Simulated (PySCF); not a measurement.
Electron correlation in Ne⁸⁺ (neon, charge +8)

Starting occupation: 1s2. Calculation: PySCF 2.14, in an uncontracted even-tempered set (17 s from 0.34 bohr⁻², ratio 2.6; 10 p from 0.45 bohr⁻², ratio 2.6; 7 d from 0.46 bohr⁻², ratio 2.8; 3 f from 25 bohr⁻², ratio 2.8); X2C-1e with screened-nucleus spin-orbit coupling, Gaussian nucleus. Frozen: nothing; 2 electrons correlated; the 30 highest virtual spinors left out.

Total MP2 correlation energy: -43.85 mhartree.

With two correlated electrons CCSD is exact within the correlated space (frozen core and kept virtual orbitals).

The virtual space was cut to 52 spinors, which keep -41.32 of the -43.85 mhartree of MP2 correlation.

| level | correlation energy (mhartree) |
| --- | --- |
| CCSD | -42.71 |

Diagnostics: T1 = 2.3e-05, largest double amplitude 0.006.

Cost of the coupled-cluster step: about 5 core-seconds, for 2 occupied and 52 virtual spinors.

Iterations:

```
Init t2, MP2 energy = -0.0413168282734289
CCSD nocc = 2, nmo = 54
Init t2, MP2 energy = -0.0413168282734289
Init E_corr(GCCSD) = -0.0413168282734289
cycle = 1  E_corr(GCCSD) = -0.0426512415078569  dE = -0.00133441323  norm(t1,t2) = 0.000654064
cycle = 2  E_corr(GCCSD) = -0.0427094247374503  dE = -5.81832296e-05  norm(t1,t2) = 3.46048e-05
cycle = 3  E_corr(GCCSD) = -0.0427125139325959  dE = -3.08919515e-06  norm(t1,t2) = 2.12373e-06
cycle = 4  E_corr(GCCSD) = -0.0427124961931969  dE = 1.7739399e-08  norm(t1,t2) = 3.75224e-08
cycle = 5  E_corr(GCCSD) = -0.0427124961702917  dE = 2.29052263e-11  norm(t1,t2) = 3.70853e-10
GCCSD converged
E(GCCSD) = -94.01917177699012  E_corr = -0.04271249617029168
```

The coupled-cluster values are those of the cut space; adding the MP2 remainder, -2.53 mhartree, estimates the full space.
